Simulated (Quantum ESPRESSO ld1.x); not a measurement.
Zn XX, 11 electrons, occupied as [Ne] 3s1.

All-electron calculation, scalar-relativistic Kohn-Sham, PBEsol, spin-unpolarised, spherical densities, point nucleus. Program: ld1.x of Quantum ESPRESSO 7.5.

Energy parts (hartree):
| part | energy |
|---|---|
| total | -1594.393 |
| kinetic | 1623.067 |
| electron-nucleus | -3473.289 |
| Hartree | 303.595 |
| exchange-correlation | -47.766 |

Orbitals (lengths in bohr, moments of r in powers of bohr; r(max) is where P^2 peaks; r(90%) holds 90 % of the orbital's charge):
orbital  occ.  eigenvalue (hartree)  r(90%)     <r^2>  <1/r>   r(max)
1s          2              -378.041  0.0899  0.003405  30.22  0.03292
2s          2              -69.4151   0.343   0.05829  6.688   0.1880
2p          6              -64.0194   0.316   0.04611  6.556   0.1507
3s          1              -26.3798   0.807    0.3523  2.626   0.5240

The highest occupied level is 3s at -717.83 eV. For comparison, the ionisation energy in NIST's Atomic Spectra Database is 737.37 eV (semi-empirical). In exact Kohn-Sham theory the highest level is minus the ionisation energy, but local and semilocal functionals leave it too shallow, through self-interaction and a potential that decays too fast; potentials with the right tail come closer. The density falls to 0.001 e/bohr^3 at r = 1.24 bohr. Summed over all electrons, <r^2> = 0.7524 bohr^2, which gives a Langevin (diamagnetic) susceptibility term of -0.596 x 10^-6 cm^3/mol.

Beside tabulated values, note that spin-unpolarised runs miss the spin-polarisation part of the exchange energy of open shells.
